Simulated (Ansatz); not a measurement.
`[F][InH][F]` + HCl → `[F][InH][Cl]` + H–F at 400 K and 1 bar (ligand exchange at the In–F bond).

Gas-phase electronic energies from Ansatz, PBE0-D4/def2-TZVP geometries. CCSD(T)/CBS is the MP2 limit (def2-TZVPP, def2-QZVPP) plus CCSD(T) − MP2 in def2-TZVPP, frozen cores. This one scheme is used for every species. Elements past krypton have def2 core potentials. For In outer-core shells are correlated without core-valence functions, which leaves a few kJ/mol of doubt a bond.

```
       species  CCSD(T)/CBS energy (Eh)  H − E (kJ/mol)  S (J/(mol·K))
 `[F][InH][F]`               -390.04654            45.2          310.7
           HCl               -460.38127            29.6          195.4
`[F][InH][Cl]`               -750.05448            44.4          327.9
           H–F               -100.39570            36.5          182.2
```

H − E and S are ideal-gas, rigid-rotor, harmonic terms from PBE0-D4/def2-TZVP. 1 Eh = 2625.50 kJ/mol, R = 8.31446 J/(mol·K).

Task: By hand: ΔE, ΔH, ΔS and ΔG.

Result: ΔE = (-750.05448) + (-100.39570) − (-390.04654) − (-460.38127) = -0.02237 Eh = -58.7 kJ/mol. Δ(H − E) = 44.4 + 36.5 − 45.2 − 29.6 = 6.1, so ΔH = -52.6 kJ/mol. ΔS = 327.9 + 182.2 − 310.7 − 195.4 = 4.0 J/(mol·K). ΔG = -52.6 − 400 × (4.0)/1000 = -54.2 kJ/mol.

Task: By hand: the equilibrium constant, and the temperature at which ΔG would vanish if ΔH and ΔS stayed fixed.

Result: log₁₀ K = −ΔG/(RT ln 10) = 7.1. ΔH and −TΔS have one sign here, so there is no such temperature.

The number of gas molecules stays the same, so ΔS is small and ΔH decides. A doubt of 5 kJ/mol in ΔE shifts log₁₀ K by 0.7 here. These are equilibria of isolated gas molecules and say nothing of rates. Largest T1 diagnostic: 0.017 (customary marks: 0.02 for closed shells, 0.045 for open ones).

ΔS is within the doubt of such terms, so its sign, and with it that verdict, could turn.
